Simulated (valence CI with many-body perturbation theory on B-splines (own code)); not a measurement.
Cs49+: magnetic and hyperfine properties of the levels

Calculated by relativistic CI+MBPT: four valence electrons over a frozen Dirac-Fock core [He], radial functions for each j: 11 s, 11 p, 9 d, 7 f, 5 g, 2 h, 1 i, with the one-electron correlation potential Σ1 (screened to all orders), the two-electron term Σ2, the three-electron term Σ3, Breit, model QED; selected single and double excitations, second order for the rest (own B-spline code, finite nucleus).

The last digits are not significant, and no measured levels were compared; by estimate large intervals hold to a few tenths of a per cent, small ones and those within an open d or f shell to about a per cent. Among the levels kept, up to 280 cm⁻¹ of a level comes from second order outside the variational space, and about a tenth of that is noise between levels of different J, which matters for small intervals.

A/g_I is the dipole constant over the nuclear g factor μ/I (μ in nuclear magnetons, uniformly magnetised nucleus), B/Q the quadrupole constant per barn. Both hold the static response of the core; the bare values leave it out. Large factors of s and p1/2 electrons are usually good to 5 to 10 %; those of open d and f shells near neutrality can be off by tens of per cent, and small factors of p3/2, d and f electrons come from cancelling terms and can be off by a factor of two or in sign, in half-filled shells by more. B is blank for J = 1/2, where it vanishes, and for nearly pure S terms. Energies count from the lowest level. Levels with J = 0 are left out.

Levels are named by their leading jj configuration (3d3/2^4 stands for four electrons in 3d with j = 3/2), which in mixed levels can hold well under half, so a name can repeat and another be missing. Letters in brackets count levels of one name in rising energy.

```tsv
Level	E (Ry)	g	A/g_I (MHz)	A/g_I bare	B/Q (MHz/b)	B/Q bare
(2s^2 2p1/2 2p3/2) J=1	26.59	1.483	-138000	-124000	309000	309000
(2s^2 2p1/2 2p3/2) J=2	27.75	1.164	778000	781000	540000	541000
(2s 2p1/2^2 2p3/2) J=2	40.62	1.565	1880000	1870000	545000	546000
(2s 2p1/2^2 2p3/2) J=1	45.18	1.085	-1240000	-1210000	396000	397000
(2s^2 2p3/2^2) J=2	55.29	1.296	330000	338000	75500	75600
(2s 2p1/2 2p3/2^2) J=2 [a]	65.97	1.544	1390000	1380000	214000	214000
(2s 2p1/2 2p3/2^2) J=3	68.58	1.313	1690000	1690000	-1180	-1210
(2s 2p1/2 2p3/2^2) J=1 [a]	72.51	1.295	-938000	-906000	-333000	-333000
(2s 2p1/2 2p3/2^2) J=2 [b]	73.27	1.071	-46700	-28700	-146000	-146000
(2s 2p1/2 2p3/2^2) J=1 [b]	73.52	1.348	3570000	3530000	161000	162000
(2p1/2^2 2p3/2^2) J=2	88.34	1.331	299000	316000	68500	68600
(2s 2p3/2^3) J=2	97.99	1.409	1930000	1920000	-620000	-621000
(2s 2p3/2^3) J=1	102.29	1.197	-1280000	-1240000	-222000	-223000
(2p1/2 2p3/2^3) J=1	115.64	1.483	-163000	-137000	-305000	-306000
(2p1/2 2p3/2^3) J=2	116.85	1.129	778000	784000	-682000	-683000
(2s^2 2p1/2 3s) J=1	386.30	1.321	2060000	2040000	-11900	-11900
(2s^2 2p1/2 3p1/2) J=1	390.35	0.652	1420000	1410000	-2850	-2850
(2s 2p1/2^2 3s) J=1	397.97	1.835	2520000	2490000	46900	47000
(2s^2 2p1/2 3p3/2) J=2	399.42	1.158	616000	615000	168000	168000
(2s^2 2p1/2 3p3/2) J=1	400.17	1.740	1310000	1300000	40800	40800
(2s^2 2p1/2 3d3/2) J=2	402.88	0.752	590000	587000	39800	40200
(2s 2p1/2^2 3p1/2) J=1	403.08	1.296	2840000	2810000	1740	1770
(2s^2 2p1/2 3d3/2) J=1	404.64	0.950	281000	276000	4980	5110
(2s^2 2p1/2 3d5/2) J=2	405.89	1.282	-317000	-315000	31300	31600
(2s^2 2p1/2 3d5/2) J=3	406.11	1.104	382000	380000	23800	24200
(2s 2p1/2^2 3p3/2) J=2	412.10	1.536	1690000	1670000	167000	167000
(2s 2p1/2^2 3p3/2) J=1	412.43	1.106	-1520000	-1490000	88200	88400
(2s^2 2p3/2 3s) J=2	414.56	1.483	735000	736000	622000	624000
(2s^2 2p3/2 3s) J=1	415.00	1.140	-72200	-56600	324000	324000
(2s 2p1/2^2 3d3/2) J=1	415.52	0.438	-1580000	-1560000	13100	13200
(2s 2p1/2^2 3d3/2) J=2	415.85	1.159	1560000	1540000	28900	29200
```

Question: Take the isotope of mass number 133, with I = 7/2, μ = 2.5778 μN and Q = -0.0034 b. What is the hyperfine structure of (2s 2p1/2^2 2p3/2) J=2?

Answer: From the table A = 1380000 MHz, B = -1850 MHz. Shifts from the centre of gravity in MHz: F = 3/2: -1.24e+07, F = 5/2: -8970000, F = 7/2: -4140000, F = 9/2: 2070000, F = 11/2: 9660000.
